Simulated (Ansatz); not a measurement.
Input and output for CH$_{6}$NO$_{2}$Sb (`OC(O)[NH][SbH2]`).

```yaml
crystal:
  periodic: [false, false, false]
  atoms:
    - {symbol: O, position_ang: [-1.544242, 0.131896, 0.481588]}
    - {symbol: C, position_ang: [-0.242590, -0.230194, 0.942631]}
    - {symbol: O, position_ang: [-0.253329, -1.616885, 0.971219]}
    - {symbol: N, position_ang: [0.827068, 0.180833, 0.120139]}
    - {symbol: Sb, position_ang: [0.703473, -0.371765, -1.850345]}
    - {symbol: H, position_ang: [-1.629769, 1.088230, 0.528221]}
    - {symbol: H, position_ang: [-0.097489, 0.194016, 1.950253]}
    - {symbol: H, position_ang: [-1.154318, -1.888356, 1.171805]}
    - {symbol: H, position_ang: [1.118537, 1.129694, 0.300320]}
    - {symbol: H, position_ang: [0.052162, 1.109945, -2.446721]}
    - {symbol: H, position_ang: [2.285895, 0.215484, -2.148512]}
basis:
  gaussian: {orbitals: def2-SVPD, point_charges: [{charge: 0.50, position_ang: [5.023, -0.491, -0.812]}]}
magnetization: {spin_polarized: true, initial_magnetization: 2}
hamiltonian: {xc: {name: BLYP}, dispersion: d3bj}
accuracy: high
output: {forces: true}
```

```sh
$ ansatz run in.yaml --threads 4 --pin off --events-out ev --progress --plain --max-ram 10444MiB
```

Shortened log:

```
Functional definition: BLYP
3599 factors; integrals over basis functions are off by at most 3.5e-9 eV
mean field evaluation 1: about -13227.6141 eV, gradient 6.3e1 eV
mean field evaluation 2: about -13065.1545 eV, gradient 1.7e2 eV
mean field evaluation 4: about -13233.4908 eV, gradient 3.5e1 eV
mean field evaluation 8: about -13243.3475 eV, gradient 6.8e0 eV
mean field evaluation 16: about -13243.7322 eV, gradient 9.5e-1 eV
mean field evaluation 32: about -13241.6957 eV, gradient 7.0e0 eV
mean field evaluation 64: about -13243.2120 eV, gradient 3.8e-1 eV
mean field -13243.73885787 eV, -486.6984260979 hartree, gradient 1.2e-8 eV, S^2 2.003512; 8 other end points of the search recorded, 0 dependent functions left out
reference -13243.73891804 eV, -486.6984283095 hartree; 30, 28 occupied and 136, 138 virtual orbitals, 3599 factors
Total energy: -13244.27371419 eV, -486.7180817052 hartree
Atom 0 at    -1.544242     0.131896     0.481588 Å, force    -0.191050    -0.359583    -0.461348 eV/Å
Atom 1 at    -0.242590    -0.230194     0.942631 Å, force    -0.340090    -0.384388     1.043089 eV/Å
Atom 2 at    -0.253329    -1.616885     0.971219 Å, force     0.779716    -0.594982    -0.079299 eV/Å
Atom 3 at     0.827068     0.180833     0.120139 Å, force    -0.083208     0.783310     1.309078 eV/Å
Atom 4 at     0.703473    -0.371765    -1.850345 Å, force    -0.300270    -1.483985    -3.591300 eV/Å
Atom 5 at    -1.629769     1.088230     0.528221 Å, force    -0.235192     0.921552     0.032562 eV/Å
Atom 6 at    -0.097489     0.194016     1.950253 Å, force    -0.102338     0.139315     0.357958 eV/Å
Atom 7 at    -1.154318    -1.888356     1.171805 Å, force    -0.699937    -0.346323     0.296401 eV/Å
Atom 8 at     1.118537     1.129694     0.300320 Å, force     1.111892     1.081451     0.548981 eV/Å
Atom 9 at     0.052162     1.109945    -2.446721 Å, force    -0.692925     0.201197     0.157380 eV/Å
Atom 10 at     2.285895     0.215484    -2.148512 Å, force     0.874016     0.018737     0.428782 eV/Å
Dipole moment:    -0.655437     0.301517     0.472946 e Å
```

Hardware: 4 threads of an Arm Neoverse V1 on a shared host. Wall time 26 s, peak host memory 0.97 GiB.
